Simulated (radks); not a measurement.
These are the eigenvalues of the occupied orbitals of an atom or ion with whole-number occupations (hartree). Method: Dirac Kohn-Sham, PBE, spin-unpolarised, spherical densities, finite nucleus; Fermi nuclear charge, rms radius of each element as measured or else 0.836 A^(1/3) + 0.57 fm; computed with a radial shooting solver on a logarithmic mesh with Libxc functionals.

1s1/2: -350.3036
2s1/2: -42.91583
2p1/2: -37.83336
2p3/2: -36.95637
3s1/2: -5.07842
3p1/2: -3.46533
3p3/2: -3.35096
3d3/2: -0.67713
3d5/2: -0.66293
4s1/2: -0.31811
4p1/2: -0.09799
4p3/2: -0.09409

Which element is it, and in what charge state? The configuration may be excited. Open shells, if any, are shared by 2j + 1.

Answer. Z = 30, zinc, charge 0: Zn in [Ar] 3d9 4s2 4p1. The list shows which subshells hold electrons but not how many an open one holds; the 1s level, -350.3 hartree, gives Z - s = 26.5 by -(Z - s)^2/2, which with screening and relativity narrows Z to a few neighbours, and the depths of the outer levels then fix element, charge and occupations together.
